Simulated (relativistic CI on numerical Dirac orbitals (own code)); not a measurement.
**Calculated levels, Er L**

Computed by Dirac-Coulomb-Breit CI, KLI orbitals optimised for each configuration, model QED, unscaled Slater integrals (own radial code, finite nucleus).

Configuration list (outside the closed core [Ne]): 3s²3p⁶3d, 3s²3p⁵3d², 3s3p⁶3d², 3s²3p⁶4s, 3s²3p⁶4p, 3s²3p⁶4d, 3s²3p⁵3d4s, 3s²3p⁶4f, 3s²3p⁵3d4p, 3p⁶3d³, 3p⁵3d⁴, 3p⁵3d³4s. Double excitations out of closed p, d and f shells are left out; levels of such configurations are missing from the list, as are those of other unlisted configurations, and high levels can miss mixing partners. These lack a partner that the ground configuration has and come out too high: 3s²3p⁵3d4p.

The lowest level is 3s²3p⁶3d ²D3/2, with 100 % of that term; Hund's rules for 3s²3p⁶3d give ²D with J = 3/2, in agreement.

| No. | Configuration | Term | J | E (10³ cm⁻¹) | % | Landé g | jj configuration (%) |
| --- | --- | --- | --- | --- | --- | --- | --- |
| 1 | 3s²3p⁶3d | ²D | 3/2 | 0.0 | 100 | 0.789 | 3d3/2 (100) |
| 2 | 3s²3p⁶3d | ²D | 5/2 | 418.3 | 100 | 1.190 | 3d5/2 (100) |
| 3 | 3s²3p⁵3d² | ⁴D° | 3/2 | 1820.6 | 43 | 0.965 | 3p3/2^3 3d3/2^2 (98) |
| 4 | 3s²3p⁵3d² | ⁴D° | 1/2 | 1825.8 | 85 | 0.114 | 3p3/2^3 3d3/2^2 (91) |
| 5 | 3s²3p⁵3d² | ⁴F° | 5/2 | 1871.9 | 35 | 1.009 | 3p3/2^3 3d3/2^2 (96) |
| 6 | 3s²3p⁵3d² | ²G° | 7/2 | 1894.8 | 34 | 1.010 | 3p3/2^3 3d3/2^2 (99) |
| 7 | 3s²3p⁵3d² | ²P° | 3/2 | 2051.0 | 28 | 1.340 | 3p3/2^3 3d3/2^2 (94) |
| 8 | 3s²3p⁵3d² | ⁴D° | 5/2 | 2198.7 | 50 | 1.258 | 3p3/2^3 3d3/2 3d5/2 (99) |
| 9 | 3s²3p⁵3d² | ⁴G° | 9/2 | 2234.5 | 71 | 1.168 | 3p3/2^3 3d3/2 3d5/2 (100) |
| 10 | 3s²3p⁵3d² | ⁴F° | 7/2 | 2252.7 | 45 | 1.253 | 3p3/2^3 3d3/2 3d5/2 (95) |
| 11 | 3s²3p⁵3d² | ⁴D° | 3/2 | 2281.4 | 44 | 1.075 | 3p3/2^3 3d3/2 3d5/2 (94) |
| 12 | 3s²3p⁵3d² | ⁴P° | 5/2 | 2297.3 | 43 | 1.233 | 3p3/2^3 3d3/2 3d5/2 (98) |
| 13 | 3s²3p⁵3d² | ²H° | 11/2 | 2312.8 | 62 | 1.149 | 3p3/2^3 3d3/2 3d5/2 (96) |
| 14 | 3s²3p⁵3d² | ²G° | 7/2 | 2323.9 | 42 | 1.084 | 3p3/2^3 3d3/2 3d5/2 (99) |
| 15 | 3s²3p⁵3d² | ⁴P° | 1/2 | 2371.0 | 33 | 1.633 | 3p3/2^3 3d3/2 3d5/2 (98) |
| 16 | 3s²3p⁵3d² | ²F° | 7/2 | 2401.9 | 39 | 1.151 | 3p3/2^3 3d3/2 3d5/2 (97) |
| 17 | 3s²3p⁵3d² | ⁴D° | 5/2 | 2417.3 | 46 | 1.240 | 3p3/2^3 3d3/2 3d5/2 (98) |
| 18 | 3s²3p⁵3d² | ²G° | 9/2 | 2439.2 | 58 | 1.118 | 3p3/2^3 3d3/2 3d5/2 (95) |
| 19 | 3s²3p⁵3d² | ⁴S° | 3/2 | 2439.8 | 32 | 1.406 | 3p3/2^3 3d3/2 3d5/2 (97) |
| 20 | 3s²3p⁵3d² | ²D° | 3/2 | 2569.0 | 41 | 0.860 | 3p3/2^3 3d3/2 3d5/2 (92) |
| 21 | 3s²3p⁵3d² | ²F° | 5/2 | 2632.7 | 77 | 0.863 | 3p3/2^3 3d3/2 3d5/2 (92) |
| 22 | 3s²3p⁵3d² | ⁴G° | 11/2 | 2660.6 | 62 | 1.195 | 3p3/2^3 3d5/2^2 (96) |
| 23 | 3s²3p⁵3d² | ²P° | 1/2 | 2683.5 | 72 | 0.678 | 3p3/2^3 3d3/2 3d5/2 (83) |
| 24 | 3s²3p⁵3d² | ²D° | 5/2 | 2710.6 | 49 | 1.197 | 3p3/2^3 3d5/2^2 (98) |
| 25 | 3s²3p⁵3d² | ²G° | 9/2 | 2739.8 | 47 | 1.169 | 3p3/2^3 3d5/2^2 (95) |
| 26 | 3s²3p⁵3d² | ²F° | 7/2 | 2757.4 | 51 | 1.225 | 3p3/2^3 3d5/2^2 (97) |
| 27 | 3s²3p⁵3d² | ²P° | 1/2 | 2813.2 | 55 | 1.138 | 3p3/2^3 3d5/2^2 (93) |
| 28 | 3s²3p⁵3d² | ²F° | 7/2 | 2930.3 | 39 | 1.141 | 3p3/2^3 3d5/2^2 (93) |
| 29 | 3s²3p⁵3d² | ²P° | 3/2 | 2986.7 | 53 | 1.265 | 3p3/2^3 3d5/2^2 (98) |
| 30 | 3s²3p⁵3d² | ²D° | 5/2 | 3050.2 | 49 | 1.166 | 3p3/2^3 3d5/2^2 (89) |
| 31 | 3s²3p⁵3d² | ²P° | 3/2 | 3075.6 | 56 | 1.330 | 3p3/2^3 3d5/2^2 (91) |
| 32 | 3s²3p⁵3d² | ⁴G° | 5/2 | 3725.1 | 47 | 0.746 | 3p1/2 3p3/2^4 3d3/2^2 (98) |
| 33 | 3s²3p⁵3d² | ²P° | 1/2 | 4038.3 | 54 | 0.640 | 3p1/2 3p3/2^4 3d3/2^2 (95) |
| 34 | 3s²3p⁵3d² | ²D° | 3/2 | 4070.4 | 63 | 0.740 | 3p1/2 3p3/2^4 3d3/2^2 (83) |
| 35 | 3s²3p⁵3d² | ⁴G° | 7/2 | 4081.5 | 48 | 1.010 | 3p1/2 3p3/2^4 3d3/2 3d5/2 (100) |
| 36 | 3s²3p⁵3d² | ²D° | 5/2 | 4104.2 | 29 | 1.054 | 3p1/2 3p3/2^4 3d3/2 3d5/2 (99) |
| 37 | 3s²3p⁵3d² | ⁴D° | 3/2 | 4154.1 | 38 | 1.183 | 3p1/2 3p3/2^4 3d3/2 3d5/2 (87) |
| 38 | 3s²3p⁵3d² | ⁴P° | 1/2 | 4165.6 | 44 | 1.734 | 3p1/2 3p3/2^4 3d3/2 3d5/2 (99) |
| 39 | 3s²3p⁵3d² | ²H° | 9/2 | 4182.8 | 47 | 1.030 | 3p1/2 3p3/2^4 3d3/2 3d5/2 (98) |
| 40 | 3s²3p⁵3d² | ²F° | 7/2 | 4396.6 | 54 | 1.178 | 3p1/2 3p3/2^4 3d3/2 3d5/2 (85) |
| 41 | 3s²3p⁵3d² | ²D° | 5/2 | 4408.1 | 47 | 1.140 | 3p1/2 3p3/2^4 3d3/2 3d5/2 (95) |
| 42 | 3s²3p⁵3d² | ²P° | 3/2 | 4467.5 | 52 | 1.288 | 3p1/2 3p3/2^4 3d3/2 3d5/2 (95) |
| 43 | 3s²3p⁵3d² | ²F° | 7/2 | 4527.3 | 36 | 1.145 | 3p1/2 3p3/2^4 3d5/2^2 (86) |
| 44 | 3s²3p⁵3d² | ²G° | 9/2 | 4572.7 | 42 | 1.101 | 3p1/2 3p3/2^4 3d5/2^2 (97) |
| 45 | 3s²3p⁵3d² | ²P° | 3/2 | 4592.2 | 31 | 1.373 | 3p1/2 3p3/2^4 3d5/2^2 (98) |
| 46 | 3s²3p⁵3d² | ²F° | 5/2 | 4623.9 | 37 | 1.097 | 3p1/2 3p3/2^4 3d5/2^2 (99) |
| 47 | 3s²3p⁵3d² | ²P° | 1/2 | 4799.6 | 80 | 0.653 | 3p1/2 3p3/2^4 3d5/2^2 (97) |
| 48 | 3s3p⁶3d² | ⁴F | 3/2 | 5258.2 | 81 | 0.477 | 3s 3d3/2^2 (97) |
| 49 | 3s3p⁶3d² | ⁴F | 5/2 | 5324.1 | 52 | 1.041 | 3s 3d3/2^2 (94) |
| 50 | 3s3p⁶3d² | ⁴P | 1/2 | 5467.0 | 65 | 2.288 | 3s 3d3/2^2 (94) |
| 51 | 3s3p⁶3d² | ⁴F | 7/2 | 5656.2 | 91 | 1.213 | 3s 3d3/2 3d5/2 (98) |
| 52 | 3s3p⁶3d² | ⁴F | 5/2 | 5700.2 | 41 | 1.195 | 3s 3d3/2 3d5/2 (96) |
| 53 | 3s3p⁶3d² | ⁴P | 3/2 | 5740.6 | 86 | 1.580 | 3s 3d3/2 3d5/2 (99) |
| 54 | 3s3p⁶3d² | ²G | 9/2 | 5771.7 | 55 | 1.202 | 3s 3d3/2 3d5/2 (93) |
| 55 | 3s3p⁶3d² | ²F | 5/2 | 5804.0 | 61 | 1.093 | 3s 3d3/2 3d5/2 (97) |
| 56 | 3s3p⁶3d² | ²G | 7/2 | 5846.6 | 75 | 0.941 | 3s 3d3/2 3d5/2 (100) |
| 57 | 3s3p⁶3d² | ²P | 3/2 | 5850.4 | 40 | 1.038 | 3s 3d3/2 3d5/2 (93) |
| 58 | 3s3p⁶3d² | ²P | 1/2 | 5905.2 | 75 | 1.138 | 3s 3d3/2 3d5/2 (94) |
| 59 | 3s3p⁶3d² | ⁴F | 9/2 | 6109.3 | 55 | 1.223 | 3s 3d5/2^2 (93) |
| 60 | 3s3p⁶3d² | ²D | 5/2 | 6189.3 | 53 | 1.316 | 3s 3d5/2^2 (99) |
| 61 | 3s3p⁶3d² | ²F | 7/2 | 6238.6 | 69 | 1.086 | 3s 3d5/2^2 (97) |
| 62 | 3s3p⁶3d² | ²P | 3/2 | 6283.9 | 59 | 1.133 | 3s 3d5/2^2 (95) |
| 63 | 3s3p⁶3d² | ²S | 1/2 | 6411.6 | 71 | 1.876 | 3s 3d5/2^2 (97) |
| 64 | 3p⁶3d³ | ⁴F | 3/2 | 10763.9 | 49 | 0.689 | 3d3/2^3 (97) |
| 65 | 3p⁶3d³ | ⁴F | 5/2 | 11107.5 | 84 | 1.048 | 3d3/2^2 3d5/2 (98) |
| 66 | 3p⁶3d³ | ⁴P | 3/2 | 11162.2 | 39 | 1.191 | 3d3/2^2 3d5/2 (98) |
| 67 | 3p⁶3d³ | ²G | 7/2 | 11183.0 | 48 | 1.047 | 3d3/2^2 3d5/2 (95) |
| 68 | 3p⁶3d³ | ²H | 9/2 | 11184.3 | 44 | 1.042 | 3d3/2^2 3d5/2 (99) |
| 69 | 3p⁶3d³ | ⁴P | 1/2 | 11204.1 | 59 | 1.847 | 3d3/2^2 3d5/2 (100) |
| 70 | 3p⁶3d³ | ⁴P | 5/2 | 11370.3 | 41 | 1.281 | 3d3/2^2 3d5/2 (92) |

Energies count from the lowest computed level; ° marks odd parity. Filled j subshells are mostly left out of the jj labels.

The mean weight of the leading LS term, summed over parents, in these 70 levels is 54 %, and that of the leading jj configuration (from the same eigenvectors) 96 %, so jj coupling describes them better and the LS labels are nominal.

At this charge energies of transitions that change n are usually good to better than 1 %, and those within a shell (Δn = 0) to a few per cent.

LS names give the leading component of a level, which can be under half, so a name can repeat, a term be missing and a line seem to break the LS rules.
